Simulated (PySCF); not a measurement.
A structure optimised at B3LYP-D3(BJ)/def2-SVP, used in a PySCF frequency run:

```
Si
H 1 1.4884
C 1 1.8393 2 108.42
C 3 1.2172 2 148.72 1 177.81
H 4 1.0749 2 158.28 1 178.84
C 1 1.8393 2 108.42 3 118.02
C 6 1.2172 2 148.72 1 -177.81
H 7 1.0749 2 158.28 1 -178.84
C 1 1.8756 2 110.96 3 -120.99
H 9 1.1008 1 110.38 2 -180.00
H 9 1.1014 10 108.48 1 121.09
H 9 1.1014 10 108.48 11 117.82
```

Problem. Write its SMILES, formula and point group.

Solution. C#C[SiH](C)C#C, C₅H₆Si, Cs

Problem. What are its rotational constants (standard atomic weights)?

Solution. 3.6698, 2.0588, 1.4496 GHz
